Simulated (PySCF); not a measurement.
Compound: [V(H2O)6]2+, H12O6V (charge +2 and quartet state).
Structure used (PBE0-D3(BJ)/def2-SVP), in Å, numbered top down from 1:
```xyz
19
H12O6V angstrom
O      0.5736   -1.9231    0.7362
V     -0.0048   -0.0009    0.0022
O     -1.1333    0.3743    1.7783
O     -1.7376   -0.8502   -0.9100
O     -0.5773    1.9279   -0.7241
O      1.7248    0.8508    0.9240
O      1.1245   -0.3720   -1.7748
H      1.1242   -2.5678    0.2702
H      0.3250   -2.3279    1.5787
H     -2.0575    0.1351    1.9346
H     -0.8035    0.7569    2.6032
H     -2.4067   -0.3762   -1.4230
H     -2.0055   -1.7795   -0.8971
H     -1.1346    2.5684   -0.2607
H     -0.3308    2.3309   -1.5679
H      1.9950    1.7791    0.8987
H      2.4001    0.3787    1.4306
H      2.0492   -0.1353   -1.9318
H      0.7930   -0.7574   -2.5976
```

Computed with PBE0-D3(BJ)/def2-SVP geometry optimisation, gas phase (PySCF).

Q: Which atoms are bound to V2, and at what distances?

A: 6 atoms: O4 2.135 Å, O6 2.137 Å, O1 2.137 Å, O3 2.138 Å, O7 2.138 Å, O5 2.139 Å. The nearest atom not counted as bound is H8, at 2.82 Å (others tie with it).

Q: List the angles at V2.

A: 
```
   angle  degrees  distance of the outer atoms (Å)
O3–V2–O7    179.9                             4.28
O4–V2–O6    179.7                             4.27
O1–V2–O5    179.7                             4.28
O5–V2–O7     90.9                             3.05
O1–V2–O3     90.9                             3.05
O1–V2–O4     90.5                             3.03
O4–V2–O7     90.3                             3.03
O5–V2–O6     90.2                             3.03
O6–V2–O7     90.0                             3.02
O3–V2–O6     89.9                             3.02
O4–V2–O5     89.8                             3.02
O3–V2–O4     89.8                             3.02
O1–V2–O6     89.5                             3.01
O1–V2–O7     89.2                             3.00
O3–V2–O5     89.0                             3.00
```

Q: What is the shape at V2?

A: Octahedral: the three widest angles are 179.9°, 179.7° and 179.7°, the others run from 89.0° to 90.9°.

Q: What are the other bond lengths?

A: O1–H8 and 5 like bonds 0.967 Å; O1–H9, O5–H15 0.967 Å; O3–H10 and 3 like bonds 0.967 Å.

Charge +2, quartet. ⟨S²⟩ = 3.753 (exact for a quartet: 3.75). No counter-ion or solvent screens the charge of this multiply charged ion. Stationary, but not proved a minimum.

Neither the SCF state along the optimisation nor the shape of the open-shell metal species was proved the lowest: other solutions of the same spin, or a structure of lower symmetry, can lie below.
